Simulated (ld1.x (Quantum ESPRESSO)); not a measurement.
Varying the TM potential for Ce (Z = 58)

Base potential:

cerium, norm-conserving Troullier–Martins (Kleinman–Bylander form), made with ld1.x (Quantum ESPRESSO) 7.5 (PW91, fully relativistic). Core [Xe], reference 4f1 5d1 6s2 6p0. Waves: 6p (bound, empty): rc 3.85 bohr; 5d (bound): rc 3.65 bohr; 4f (bound): rc 1.25 bohr; 6s (bound): rc 3.75 bohr. Local part: the s channel. Core correction: Bessel-smoothed model core inside 0.70 bohr.

Open shells are filled in proportion to 2j + 1 (rel_dist='average').

Cutoffs, loose and tight: the cutoffs (Ry, on a coarse ladder) from which the occupation-weighted sum of valence levels, in a spherical-Bessel basis at the reference potential, stays within 10 and 1 mRy of its value at 400 Ry. They do not see the model core or the augmentation charge, which bear on the density cutoff. Test errors are all-electron minus pseudo excitation energies from the reference, over the configurations 4f1 5d1 6s1 6p0; 4f1 5d1 6s0 6p0; 4f1 5d0 6s0 6p0; 4f1 5d0 6s2 6p1; 4f2 5d1 6s0 6p0; 4f1 5d1.5 6s1.5 6p0; 4f2 5d0 6s2 6p0. A dash means not determined; rows that change the core or the reference have their own tests. The largest error is taken over the tests solved by every variant that gives reliable tests at all: 4f1 5d0 6s0 6p0; 4f1 5d0 6s2 6p1; 4f1 5d1 6s0 6p0; 4f1 5d1 6s1 6p0; 4f1 5d1.5 6s1.5 6p0.

A true bound ghost makes a file unfit for plane-wave use even where its test errors are small: the radial tests pick states by their node count and pass the ghost by.

```tsv
change	outcome	cutoff, loose	cutoff, tight	bound ghosts	largest test error (meV)
base	generated	180 Ry	230 Ry	none	-319
wave 6s (bound): rc 3.75 bohr becomes 6s (bound): rc 2.84 bohr	generated	180 Ry	230 Ry	none	-394
wave 6s (bound): rc 3.75 bohr becomes 6s (bound): rc 3.28 bohr	generated	180 Ry	230 Ry	none	-333
wave 6s (bound): rc 3.75 bohr becomes 6s (bound): rc 3.64 bohr	generated	180 Ry	230 Ry	none	-319
wave 6s (bound): rc 3.75 bohr becomes 6s (bound): rc 3.96 bohr	generated	180 Ry	230 Ry	none	-326
wave 6s (bound): rc 3.75 bohr becomes 6s (bound): rc 4.54 bohr	generated	180 Ry	230 Ry	none	-418
wave 6s (bound): rc 3.75 bohr becomes 6s (bound): rc 4.88 bohr	generated	180 Ry	230 Ry	none	-516
wave 6s (bound): rc 3.75 bohr becomes 6s (bound): rc 5.52 bohr	generated	180 Ry	230 Ry	none	-769
```

Question: What comes out with this change to the base: wave 6s (bound): rc 3.75 bohr becomes 6s (bound): rc 2.50 bohr?

Answer: outcome: generated; cutoff, loose: 180 Ry; cutoff, tight: 230 Ry; bound ghosts: p1/2, p3/2, s (extra level of the local part); largest test error (meV): -477.

Question: What comes out with this change to the base: wave 6s (bound): rc 3.75 bohr becomes 6s (bound): rc 5.22 bohr?

Answer: outcome: generated; cutoff, loose: 180 Ry; cutoff, tight: 230 Ry; bound ghosts: none; largest test error (meV): -655.

Reading the sweep of the s radius (base included, trends over the rows without a ghost): The loose cutoff stays near 180 Ry. Bound ghosts are found at 2.5 bohr.
